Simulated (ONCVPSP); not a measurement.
Potentials for hafnium compared

Generated with ld1.x 7.5 (TM, RRKJ, ultrasoft, PAW), atompaw 4.2 or ONCVPSP 4.0.1. The cutoff is in Ry: for ld1.x and atompaw files where the sum of valence levels is converged to 10 mRy in a Bessel basis, for ONCV files where the hardest occupied wave has 1 mHa per electron of residual kinetic energy. The error is the largest all-electron minus pseudo excitation energy over each file’s own four to seven test configurations (ionisations up to +4, promotions, holes and added fractions of an electron), all of which were solved. The labels leave out finer settings (local radius, basis sizes, second energies), which also bear on the numbers. Spin-polarised tests are not counted. The rows are a selection from randomly drawn settings: files with unsolved tests, undetermined cutoffs or missed reference levels are left out.

| potential | cutoff (Ry) | largest error (meV) | bound ghosts |
| --- | --- | --- | --- |
| ONCV, PBEsol, scalar-relativistic, rc 1.90/2.55/3.00/3.20 (spdf), local smoothed, core correction no, reference 5s2 5p6 5d2 6s1 6p1, qcut 6.3/5.1/5.5/3.8, projectors 2/2/1/1 | 33 | +1.9 | none |
| ONCV, PBE, scalar-relativistic, rc 1.65/2.40/1.65 (spd), local d, core correction yes, reference 5s2 5p6 5d2 6s1.75 6p0.25, qcut 8.1/5.8/5.7, projectors 2/2/0 | 44 | -238 | none |
| ONCV, LDA (Perdew-Wang 92), scalar-relativistic, rc 1.55/2.10/2.95 (spd), local smoothed, core correction yes, reference 5s2 5p6 5d2 6s1.75 6p0.25, qcut 6.8/5.4/5.3, projectors 2/2/2 | 39 | -291 | none |
| ONCV, PBE, scalar-relativistic, rc 2.20/2.00/1.90 (spd), local smoothed, core correction no, reference 5s2 5p6 5d2 6s1, qcut 6.5/7.6/5.4, projectors 2/2/1 | 27 | -57 | none |

**Question.** Fill in the row for Hf: ONCV, PW91, scalar-relativistic, rc 1.85/2.25/3.35 (spd), local smoothed, core correction yes, reference 5s2 5p6 5d3 6s1, qcut 5.4/7.2/4.2, projectors 2/3/1.

**Answer.** cutoff 41 Ry, largest error +153 meV, bound ghosts: none.
